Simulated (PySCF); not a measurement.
C5H4OP2.
SMILES with atom numbers: `[O:1]=[CH:2][c:3]1[cH:4][p:5][cH:6][cH:7][p:8]1`

NICS = −σ at a ghost point: NICS(0) at the centroid of the ring atoms, NICS(1) 1 Å to either side along the normal of their mean plane, zz for the tensor component along that normal. Level: GIAO PBE0/pcSseg-1 (PySCF, non-relativistic, gas phase) on the GFN2-xTB geometry, one conformer.

Ring bond lengths (Å), with Mayer bond orders in brackets: C3–C4 1.384 (1.42), C4–P5 1.731 (1.35), P5–C6 1.745 (1.26), C6–C7 1.370 (1.53), C7–P8 1.740 (1.29), P8–C3 1.753 (1.25).

Give the NICS values of each ring in ppm.

```tsv
ring	type	NICS(0)	NICS(1), two faces	NICS(1)zz, two faces	rms pucker (Å)	centre to ring atoms, mean (Å)
C3–C4–P5–C6–C7–P8	6-membered ring with 2 P; formal bonds all aromatic	-5.9	-9.9 / -9.9	-24.4 / -24.4	0.00	1.61
```

What do they say, and how far can they be read as aromaticity?

- C3–C4–P5–C6–C7–P8: mean NICS(1)zz -24.4 ppm, shielded.

What does the geometric index give? Use HOMA with the parameters of Krygowski (1993).

- C3–C4–P5–C6–C7–P8: HOMA 0.82; the largest term is that of P8–C3, α(R − Ropt)² = 0.36.

Conformer computed: `[O:1]=[CH:2][c:3]1[cH:4][p:5][cH:6][cH:7][p:8]1`: O1–C2–C3–C4 0°.
